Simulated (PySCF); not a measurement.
Polarisability and C₆ of Nb⁺ (niobium, charge +1)

[Kr] 4d4, high-spin 5D determinant. Computed with PySCF 2.14 in aug-cc-pVTZ-DK (9s8p6d3f2g, 102 functions), with scalar relativity by spin-free X2C-1e. Coupled (time-dependent) response in atomic units; α is the mean over directions.

```
method  mean α (bohr³)         α xx, yy, zz  C₆ (like pair)  S(−4)
  MN15           27.35  22.31, 22.31, 37.44           176.5  587.1
```

S(−4) is the Cauchy moment in α(ω) = α(0) + S(−4) ω² + …

Spin-orbit coupling is absent.

α(iu) at MN15:

```tsv
u (hartree)	α(iu) (bohr³)
0	27.35
0.0500	26.00
0.100	22.94
0.200	17.02
0.300	13.18
0.500	8.924
0.750	6.148
1.00	4.534
1.50	2.763
2.00	1.847
3.00	0.9794
5.00	0.4057
```

A single London oscillator, α(iu) = α/(1 + u²/ω²), gives C₆ = (3/4) ω α². Matching the computed C₆ needs ω = 4 × 176.5 / (3 × 27.35²) = 0.315 hartree.

For an ion, C₆ is the dispersion term alone; charge-induced terms of lower order in 1/R come first.

The components differ because the open shell of this determinant is not spherical; for a pure term their mean is the scalar polarisability.
